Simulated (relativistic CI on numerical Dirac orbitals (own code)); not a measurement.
**d8 in a ligand field**

Computed with a parametric ligand-field model of a d^n configuration (Racah B and C, spin-orbit zeta, crystal field), exact diagonalisation.

Field parameters in Wybourne normalisation: Oh B⁴₀ = 21Dq, B⁴₄ = √(5/14) B⁴₀; Td as Oh with Dq negative (B⁴₀ = 21Dq, B⁴₄ = √(5/14) B⁴₀). The field is a parameter set, without covalency.

Question: Lowest levels for B = 1040, C = 5360, ζ = 110 cm⁻¹, Oh, 10Dq = 9950 cm⁻¹?

Answer: T2 0 (S 1.00), E 9919 (S 1.00), T1 9924 (S 1.00), T2 9980 (S 1.00), A2 10008 (S 1.00), A1 16346 (S 1.00), T1 16415 (S 1.00), E 16543 (S 1.00), T2 16549 (S 1.00) cm⁻¹, with S from ⟨S²⟩ = S(S + 1). The ground level has 2.00 electrons in the cubic e pair.

Question: Lowest levels for B = 1000, C = 4340, ζ = 600 cm⁻¹, Oh, 10Dq = 3000 cm⁻¹?

Answer: T2 0 (S 1.00), E 2743 (S 1.00), T1 2916 (S 1.00), T2 3441 (S 1.00), A2 3532 (S 1.00), A1 4615 (S 1.00), T1 5229 (S 1.00), T2 6070 (S 1.00), E 6192 (S 0.99) cm⁻¹, with S from ⟨S²⟩ = S(S + 1). The ground level has 2.06 electrons in the cubic e pair.

Question: Lowest levels for B = 460, C = 2280, ζ = 820 cm⁻¹, Oh, 10Dq = 15950 cm⁻¹?

Answer: T2 0 (S 1.00), E 8069 (S 0.04), A1 14697 (S 0.07), E 15747 (S 0.99), T1 15751 (S 1.00), T2 16213 (S 1.00), A2 16469 (S 1.00), T2 20956 (S 0.99), T1 20975 (S 1.00) cm⁻¹, with S from ⟨S²⟩ = S(S + 1). The ground level has 2.01 electrons in the cubic e pair.

Question: Lowest levels for B = 850, C = 4210, ζ = 360 cm⁻¹, Td, 10Dq = -5800 cm⁻¹?

Answer: A1 0 (S 1.00), T1 241 (S 1.00), E 703 (S 1.00), T2 758 (S 1.00), T1 5425 (S 1.00), E 5469 (S 1.00), T2 5540 (S 1.00), A2 5674 (S 1.00), T2 11318 (S 1.00) cm⁻¹, with S from ⟨S²⟩ = S(S + 1). The ground level has 3.89 electrons in the cubic e pair.

Question: Lowest levels for B = 960, C = 4540, ζ = 680 cm⁻¹, Oh, 10Dq = 21850 cm⁻¹?

Answer: T2 0 (S 1.00), E 16397 (S 0.05), T1 21691 (S 1.00), E 21751 (S 0.99), T2 22059 (S 1.00), A2 22244 (S 1.00), A1 28651 (S 0.21), T1 31151 (S 1.00), A1 31328 (S 0.91) cm⁻¹, with S from ⟨S²⟩ = S(S + 1). The ground level has 2.00 electrons in the cubic e pair.
